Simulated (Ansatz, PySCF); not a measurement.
C₃F₆O. Atoms are numbered in the order given.

```xyz
10

O      0.0000     0.0000     1.9287
C      0.0000     0.0000     0.7247
C      1.3241    -0.0037    -0.0979
F      2.3426    -0.3983     0.6698
F      1.5692     1.2439    -0.5459
F      1.2232    -0.8304    -1.1574
C     -1.3241     0.0037    -0.0979
F     -1.5692    -1.2439    -0.5459
F     -2.3426     0.3983     0.6698
F     -1.2232     0.8304    -1.1574
```

Geometry: PBE-D3(BJ)/def2-SVP.

Vertical ionisation energy (IE) and electron affinity (EA) in eV. Rows of orbital energies are one-electron estimates. Where ΔSCF, EOM or ADC give a negative EA the extra electron is unbound and the value depends on the basis.

| level | IE | EA |
|---|---|---|
| −ε(HOMO), −ε(LUMO), r2SCAN/def2-SVP (PySCF) | ? | ? |
| ΔSCF, PBE0/def2-SVPD (Ansatz), final states of multiplicity 2 and 2 | 11.93 | 0.93 |

What belongs in the gaps? (An estimate is asked for; the answer gives what the named calculation found.)


- −ε(HOMO), −ε(LUMO), r2SCAN/def2-SVP (PySCF), IE: 7.90
- −ε(HOMO), −ε(LUMO), r2SCAN/def2-SVP (PySCF), EA: 3.89

What vertical singlet–triplet gap does ΔSCF give with PBE0/def2-SVPD (Ansatz, a program for electronic structure)? (The exact figures need the calculation; the answer reports its results.)

3.25 eV (triplet above singlet where positive).
